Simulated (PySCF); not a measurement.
Si(CCH)2(H)(Me) (C5H6Si), SMILES C#C[SiH](C)C#C.

The structure is a stationary point at B3LYP-D3(BJ)/def2-SVP.

Level of theory: PBE/def2-TZVP in PySCF.

The molecule is in vacuum.

The total energy comes out as -483.19236 hartree, the point group is Cs and the highest occupied level is -6.85 eV. The lowest empty level comes out as -1.36 eV and the orbital gap is 5.49 eV. The dipole moment is 0.68 D, the quadrupole, principal values (traceless, Buckingham form, about the centre of nuclear charge) is -7.46, 0.49, 6.97 D·Å and the mean static polarisability comes out as 81.5 bohr³ (12.08 Å³). The polarisability, principal values comes out as 60.2, 81.4, 103.0 bohr³.
